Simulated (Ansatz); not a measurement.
```yaml
crystal:
  periodic: [false, false, false]
  atoms:
    - {symbol: Ca, position_ang: [-1.922430, 0.230226, 1.990849]}
    - {symbol: Ca, position_ang: [1.103705, -0.528759, -0.162241]}
    - {symbol: Ca, position_ang: [1.064877, 0.977743, -3.592761]}
    - {symbol: Ca, position_ang: [0.721664, -1.865771, 3.316856]}
    - {symbol: Ca, position_ang: [-1.780356, 1.580656, -1.430349]}
    - {symbol: O, position_ang: [-0.796742, 1.807660, -3.217007]}
    - {symbol: O, position_ang: [1.900612, -0.109291, -2.114176]}
    - {symbol: O, position_ang: [-1.101893, -0.897452, 3.496199]}
    - {symbol: O, position_ang: [1.709109, -1.645180, 1.572418]}
    - {symbol: O, position_ang: [-0.898546, 0.450169, 0.140202]}
basis:
  gaussian: {orbitals: def2-TZVPD, initial_orbitals: start.molden}
total_charge: -1
magnetization: {spin_polarized: true, initial_magnetization: 1}
hamiltonian: {xc: hse06, dispersion: d4}
scf: {omitted_lower_state_checks: [starts]}
output: {orbitals: {seedname: orbitals}}
```

The file start.molden holds the orbitals of an earlier run on this structure, at another level or in another basis.

```sh
$ ansatz run in.yaml --threads 4 --pin off --events-out ev --progress --plain --max-ram 6963MiB
```

(1) Does this run fit into the memory that it is given?

## Answers

(1) No. It has 380 basis functions, and Ansatz plans for 8 GiB where 7 GiB are given.
